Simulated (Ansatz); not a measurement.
Ansatz (a quantum-chemistry and plane-wave program) input (RI-MP2/cc-pVTZ):
A basis named .json is the Basis Set Exchange file of that set.

Ansatz 0.2 input:
```yaml
crystal:
  periodic: [false, false, false]
  atoms:
    - {symbol: C, position_ang: [-1.86022533, 0.13235046, -0.03896385]}
    - {symbol: C, position_ang: [-1.18939711, -1.23621675, 0.08106605]}
    - {symbol: C, position_ang: [0.20747853, -1.11715735, 0.69852570]}
    - {symbol: C, position_ang: [1.03061504, -0.07649461, 0.01370482]}
    - {symbol: C, position_ang: [0.39570747, 1.24846777, -0.25252696]}
    - {symbol: C, position_ang: [-1.00362491, 1.09853250, -0.85757358]}
    - {symbol: N, position_ang: [2.39361630, -0.05723220, 0.33137802]}
    - {symbol: H, position_ang: [-2.01582851, 0.54776923, 0.96354220]}
    - {symbol: H, position_ang: [-2.84919193, 0.02874722, -0.49239676]}
    - {symbol: H, position_ang: [-1.80462092, -1.90982034, 0.68251932]}
    - {symbol: H, position_ang: [-1.10562049, -1.68228394, -0.91482477]}
    - {symbol: H, position_ang: [0.71788278, -2.08617342, 0.66970373]}
    - {symbol: H, position_ang: [0.10038923, -0.86583896, 1.77021986]}
    - {symbol: H, position_ang: [0.31424116, 1.82181091, 0.68970354]}
    - {symbol: H, position_ang: [1.03102980, 1.84939795, -0.91251469]}
    - {symbol: H, position_ang: [-0.91453132, 0.71928795, -1.88032912]}
    - {symbol: H, position_ang: [-1.48745301, 2.07628480, -0.92001520]}
    - {symbol: H, position_ang: [2.94888315, 0.57330655, -0.23030121]}
    - {symbol: H, position_ang: [2.82618385, -0.96875465, 0.38965392]}
basis:
  gaussian:
    orbitals: cc-pVTZ
    fitting: {mean_field: def2-universal-jkfit, correlation: cc-pVTZ-RIFIT.json}
magnetization: {spin_polarized: true, initial_magnetization: 1}
correlation: {method: mp2, electrons: outside_noble_gas}
```

End of the output:

```
integrals: 0.81 GiB planned
743 factors; integrals over basis functions are off by at most 9.1e-1 eV
0.86 GiB of device memory are held for the factors and their scratch space
mean field: 1.78 GiB planned
mean field evaluation 1: about -7850.3756 eV, gradient 3.2e1 eV
mean field evaluation 2: about -7855.2070 eV, gradient 1.4e1 eV
mean field evaluation 4: about -7856.3101 eV, gradient 1.0e0 eV
mean field evaluation 8: about -7856.3268 eV, gradient 1.3e-6 eV
mean field -7856.32682513 eV, -288.7146856139 hartree, gradient 1.3e-6 eV, S^2 0.762403; 0 other end points of the search recorded, 0 dependent functions left out
7 core orbitals not correlated
927 factors; their error is unknown
reference -7856.32682513 eV, -288.7146856139 hartree; 21, 20 occupied and 350, 351 virtual orbitals, 927 factors
second order -33.11072347 eV of doubles, -0.00000000 eV of singles
Total energy: -7889.43754860 eV, -289.9314822582 hartree
```

It need not be the lowest isomer of its formula.
